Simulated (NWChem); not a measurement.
System: C$_{3}$H$_{7}$Cl; SMILES CC(Cl)C

Results from NWChem. Pople sets run with spherical d functions. Each level has its own optimisation. Computed dipoles belong to the equilibrium geometry; the measured one is vibrationally averaged.

Measured dipole moment: 2.17 D (NIST CCCBDB, as tabulated in the package chemicals).

**Question.** Which of these levels lies farthest from the measured value, and how do the others fare: B3LYP/6-31G*; PBE/def2-SVP; PBE0/def2-SVP; Hartree-Fock/STO-3G; BLYP/def2-SVP; LDA (Slater exchange, VWN5)/def2-SVP; Hartree-Fock/3-21G; Hartree-Fock/6-31G*?…

**Answer.** Hartree-Fock/3-21G.
```json
[
 {"level": "Hartree-Fock/STO-3G", "dipole moment (D)": "2.68", "computed − measured": "+0.51"},
 {"level": "Hartree-Fock/3-21G", "dipole moment (D)": "3.29", "computed − measured": "+1.12"},
 {"level": "Hartree-Fock/6-31G*", "dipole moment (D)": "2.52", "computed − measured": "+0.35"},
 {"level": "B3LYP/6-31G*", "dipole moment (D)": "2.37", "computed − measured": "+0.20"},
 {"level": "LDA (Slater exchange, VWN5)/def2-SVP", "dipole moment (D)": "1.85", "computed − measured": "-0.32"},
 {"level": "PBE/def2-SVP", "dipole moment (D)": "1.95", "computed − measured": "-0.22"},
 {"level": "BLYP/def2-SVP", "dipole moment (D)": "1.94", "computed − measured": "-0.23"},
 {"level": "PBE0/def2-SVP", "dipole moment (D)": "2.04", "computed − measured": "-0.13"}
]
```
